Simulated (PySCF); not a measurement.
(HGe)4Se6 adamantane, Ge₄H₄Se₆.
Bonds: Ge1–Se3, Ge1–Se9, Ge1–Se13, Se3–Ge4, Ge4–Se6, Ge4–Se14, Se6–Ge7, Ge7–Se9, Ge7–Se10, Se10–Ge11, Ge11–Se13, Ge11–Se14. Hydrogens: H2 on Ge1; H5 on Ge4; H8 on Ge7; H12 on Ge11.

Computed by this run: PBE0-D3(BJ)/def2-SVP geometry optimisation, gas phase in PySCF; density fitting, grid level 1; the optimiser is geomeTRIC in internal coordinates, started from a GFN2-xTB structure with every atom displaced at random (about 0.03 Å).

Geometry at step 0:
```
atom  x, y, z in Å
Ge1    -0.4659   -0.2579    2.1616
H2     -0.9111   -0.3235    3.6313
Se3     1.5187    0.9554    2.1412
Ge4     2.0529    1.0467   -0.2089
H5      3.2961    1.7429   -0.3639
Se6     2.3224   -1.0830   -1.2160
Ge7     0.1749   -2.0321   -0.8982
H8      0.2949   -3.4116   -1.5399
Se9    -0.4358   -2.4344    1.4473
Se10   -1.5962   -0.9632   -2.1308
Ge11   -1.5985    1.1574   -1.0265
H12    -2.6425    1.9775   -1.7611
Se13   -2.4068    1.1371    1.1919
Se14    0.3775    2.4449   -1.3848
```

Problem. What forces act on the atoms?

Solution. 
```tsv
atom	Fx (eV/Å)	Fy (eV/Å)	Fz (eV/Å)
Ge1	-1.538	1.320	-0.194
H2	0.125	0.005	0.062
Se3	0.544	0.149	-0.459
Ge4	-3.172	-0.699	0.070
H5	1.946	1.039	-0.139
Se6	-0.125	0.153	0.180
Ge7	-0.590	0.390	0.311
H8	0.018	-0.215	0.008
Se9	0.311	-0.402	-1.125
Se10	0.553	-0.037	0.603
Ge11	0.215	-0.007	0.261
H12	-0.270	0.145	-0.310
Se13	1.400	-0.952	0.187
Se14	0.582	-0.890	0.545
```

The largest, 3.25 eV/Å, acts on Ge4; the rms over all components is 0.812 eV/Å. The forces sum to zero within rounding, as they must for an isolated molecule in no field.

Problem. Give the force on Ge4 in Eh/bohr and in nN.

Solution. 3.249 eV/Å ÷ 51.422 = 0.06318 Eh/bohr, and 3.249 eV/Å × 1.602 = 5.21 nN.

Problem. How far is this geometry from the end of the optimisation?

Solution. 0.559 eV above it, and 0.071 Å rms away after alignment. The bonds farthest from their final lengths, with half the difference of the two atoms' forces along the bond (positive lengthens):

| bond | now (Å) | final (Å) | force along bond (eV/Å) |
| --- | --- | --- | --- |
| Ge1–Se13 | 2.579 | 2.357 | -1.79 |
| Ge4–Se14 | 2.479 | 2.357 | -1.44 |
| Ge4–H5 | 1.433 | 1.536 | +2.65 |
| Ge7–Se9 | 2.457 | 2.358 | -0.73 |
| Ge1–Se9 | 2.291 | 2.357 | +0.98 |
| Se3–Ge4 | 2.412 | 2.355 | -0.69 |

The angle farthest from its final value is Se3–Ge1–Se9, 118.8° against 112.9°.

Of the 6 listed bonds off by 0.010 Å or more, this force points towards the final length in 6.

What follows is the cost of the whole optimisation. Time: 19 min wall, 37 min CPU; peak memory 5.3 GiB. Hardware: an Intel Xeon Platinum 8259CL at 2.50 GHz with 2 threads (shared host).
